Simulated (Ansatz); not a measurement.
Basis sets compared for the cluster Sn₃Pt₂⁺. Charge 1, multiplicity 2. Geometry B3LYP-D4/def2-SVP. Ansatz on 4 threads of Arm Neoverse V1 on a shared host; times are rough, and most runs start from earlier orbitals.

Cartesian coordinates in Å:
```
Pt 1.1524 -0.0863 1.1838
Pt -0.0537 1.4478 -0.6595
Sn -1.4111 0.4318 1.6819
Sn 1.5921 -0.8293 -1.3350
Sn -1.2796 -0.9640 -0.8712
```

In the def2 sets Pt, Sn take a core potential; there is no spin–orbit coupling. No other spin state of charge 1 was run. Another isomer (doublet) lies 0.03 eV lower at r2SCAN-D4/def2-TZVP; other spin states weren't run for this one.

```json
{"level": "PBE-D4/def2-SVP", "functions": "142", "energy (Eh)": "-881.6511", "HOMO (eV)": "-9.03", "LUMO (eV)": "-8.59", "wall time": "7 s"}
{"level": "PBE0-D4/def2-SVP", "functions": "142", "energy (Eh)": "-881.5273", "HOMO (eV)": "-9.75", "LUMO (eV)": "-7.76", "wall time": "13 s"}
```

Task: Estimate the rows for PBE-D4/def2-TZVP (with forces), PBE0-D4/def2-TZVP.

Result: 
| level | functions | energy (Eh) | HOMO (eV) | LUMO (eV) | wall time |
| --- | --- | --- | --- | --- | --- |
| PBE-D4/def2-TZVP (with forces) | 230 | -881.6928 | -8.96 | -8.52 | 12 s |
| PBE0-D4/def2-TZVP | 230 | -881.5683 | -9.67 | -7.67 | 87 s |
